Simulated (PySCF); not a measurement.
This PySCF input asks for the NMR shieldings of SMILES CC(=O)N[C@@H]1C=CC[SiH2]1, C₆H₁₁NOSi; the geometry comes from GFN2-xTB.

```python
import basis_set_exchange as bse
import numpy as np
from pyscf import gto, dft
from pyscf.prop import nmr

atoms = """
C     3.277364   -0.464961    0.259392
C     1.893353    0.128017    0.335248
O     1.625931    1.230422   -0.139180
N     0.958266   -0.603484    0.931756
C    -0.378960   -0.067712    1.031181
C    -1.458060   -1.071459    0.791667
C    -2.529235   -0.646681    0.138905
C    -2.543245    0.772814   -0.326621
Si   -0.679210    1.283672   -0.312467
H     3.541190   -0.963521    1.188729
H     3.994905    0.322133    0.047067
H     3.309810   -1.191251   -0.551566
H     1.164526   -1.515779    1.310113
H    -0.497545    0.349180    2.042429
H    -1.350300   -2.075952    1.179231
H    -3.379031   -1.285902   -0.057080
H    -3.042888    0.855994   -1.290875
H    -3.130934    1.370752    0.371744
H    -0.253411    0.937445   -1.668627
H    -0.527674    2.646952    0.173494
"""
names = dict.fromkeys(["C", "O", "N", "Si", "H"], "pcSseg-1")
basis = {el: gto.basis.parse(bse.get_basis(n, elements=[el], fmt="nwchem")) for el, n in names.items()}
mol = gto.M(atom=atoms, basis=basis, charge=0, verbose=0)
mf = dft.RKS(mol, xc="PBE0")
mf.grids.level = 2
mf.grids.alignment = dft.numint.BLKSIZE   # the property module wants whole blocks of grid points
mf.conv_tol = 1e-9
mf.kernel()

calc = nmr.RKS(mf)   # GIAO
C = mf.mo_coeff
Co = C[:, mf.mo_occ > 0]
resp = mf.gen_response(singlet=True, hermi=2)
def vind(x):   # induced exchange potential for any number of trial vectors
    d = np.einsum("pi,xij,qj->xpq", C, 2 * x.reshape(-1, C.shape[1], Co.shape[1]), Co, optimize=True)
    return np.einsum("xpq,pi,qj->xij", resp(d - d.transpose(0, 2, 1)), C, Co, optimize=True).ravel()
mo1, _ = nmr.rhf.solve_mo1(calc, with_cphf=vind)
sigma = calc.kernel(mo1)
for i, s in enumerate(sigma):   # ppm
    print("%2d %-2s %9.2f" % (i, mol.atom_pure_symbol(i), np.trace(s) / 3))
```

Problem. What does it print?

Solution. 
```
 0 C     163.71
 1 C      13.11
 2 O     -52.24
 3 N     121.90
 4 C     142.78
 5 C      51.78
 6 C      42.53
 7 C     165.11
 8 Si    398.62
 9 H      30.09
10 H      29.63
11 H      29.54
12 H      26.37
13 H      28.27
14 H      25.80
15 H      25.34
16 H      30.60
17 H      30.54
18 H      27.20
19 H      26.57
```

These numbers come from an equivalent density-fitted implementation of the same equations, which agrees with the script to about 0.01 ppm for H and up to a few tenths of a ppm for heavy atoms, so last digits may differ.

Problem. Turn these shieldings into chemical shifts. References, each an isolated molecule treated in the same way: ¹³C (σref 186.93), ²⁹Si (σref 349.16), ¹H (σref 31.72) vs TMS; H2O for ¹⁷O (σref 336.08); NH3 for ¹⁵N (σref 267.73).

Solution. Averaging equivalent atoms: C 1: 173.8; C 6: 144.4; C 5: 135.1; C 4: 44.1; C 0: 23.2; C 7: 21.8; O 2: 388.3; N 3: 145.8; Si 8: -49.5; H 15: 6.38; H 14: 5.92; H 12: 5.35; H 19: 5.15; H 18: 4.51; H 13: 3.45; H 9/10/11: 1.96; H 17: 1.17; H 16: 1.12 ppm. Unscaled 17O shifts of doubly bonded oxygen tend to come out too high, by tens of ppm or more. Experimental scales use liquid or dissolved standards, which lie at an offset from isolated NH3 (liquid NH3: subtract about 20 ppm) and H2O (liquid H2O: subtract about 36 ppm).

Size and cost of the density-fitted run: 215 basis functions, 52 s wall time on 1 thread of an Arm Neoverse V1, shared host; peak memory 0.96 GiB.
